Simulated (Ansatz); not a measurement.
Coupled-cluster run, C2H6BFO, SMILES `CCOBF`.

```yaml
crystal:
  periodic: [false, false, false]
  atoms:
    - {symbol: C, position_ang: [-0.378007, -0.674473, 1.300822]}
    - {symbol: C, position_ang: [-0.314422, 0.510953, 0.370220]}
    - {symbol: O, position_ang: [0.862443, 0.452085, -0.423742]}
    - {symbol: B, position_ang: [0.811429, 0.255329, -1.746506]}
    - {symbol: F, position_ang: [1.959793, 0.191990, -2.405625]}
    - {symbol: H, position_ang: [-1.253474, -0.595767, 1.949586]}
    - {symbol: H, position_ang: [0.513991, -0.719474, 1.928209]}
    - {symbol: H, position_ang: [-0.450733, -1.607917, 0.738395]}
    - {symbol: H, position_ang: [-0.270423, 1.444856, 0.936472]}
    - {symbol: H, position_ang: [-1.198247, 0.549180, -0.275727]}
    - {symbol: H, position_ang: [-0.216950, 0.136238, -2.351403]}
basis:
  gaussian: {orbitals: def2-TZVPP}
correlation: {method: ccsd_t}
output: {orbitals: {seedname: orbitals}}
```

```sh
$ ansatz run in.yaml --threads 4 --pin off --events-out ev --progress --plain
```

Log, shortened:

```
Functional definition: HF
1446 factors; integrals over basis functions are off by at most 1.4e-3 eV
mean field evaluation 1: about -7572.9292 eV, gradient 4.1e1 eV
mean field evaluation 2: about -7573.1350 eV, gradient 4.2e1 eV
mean field evaluation 4: about -7576.7634 eV, gradient 4.2e0 eV
mean field evaluation 8: about -7576.8186 eV, gradient 2.8e-1 eV
mean field -7576.81883203 eV, -278.4429563247 hartree, gradient 1.4e-6 eV, S^2 0.000000; 0 other end points of the search recorded, 0 dependent functions left out
5 core orbitals not correlated: weight in the atoms' cores, before any rotation towards them, 1.000 or more for the frozen orbitals, at most 0.000 for the correlated occupied ones
reference -7576.81883203 eV, -278.4429563247 hartree; 15, 15 occupied and 219, 219 virtual orbitals, 1446 factors
second order -25.31276903 eV of doubles, -0.00000000 eV of singles
cycle   1  -25.54080990 eV  change   -2.3e-1 eV  update   1.0e-1
cycle   2  -26.09905990 eV  change   -5.6e-1 eV  update   2.9e-2
cycle   3  -26.23156930 eV  change   -1.3e-1 eV  update   1.6e-2
cycle   4  -26.21750514 eV  change    1.4e-2 eV  update   3.7e-3
cycle   5  -26.21645699 eV  change    1.0e-3 eV  update   1.7e-3
cycle   6  -26.21727999 eV  change   -8.2e-4 eV  update   5.3e-4
cycle   7  -26.21698990 eV  change    2.9e-4 eV  update   1.8e-4
cycle   8  -26.21690249 eV  change    8.7e-5 eV  update   6.1e-5
cycle   9  -26.21692471 eV  change   -2.2e-5 eV  update   2.2e-5
perturbative correction -0.91154862 eV, -0.0334987938 hartree
Total energy: -7603.94730536 eV, -279.4399093312 hartree
```

Run time 2.2 min (4 threads of a server CPU on a shared host); peak host memory 4.9 GiB.

Correlation energy per correlated electron: -0.904 eV. T1 diagnostic: 0.0122.
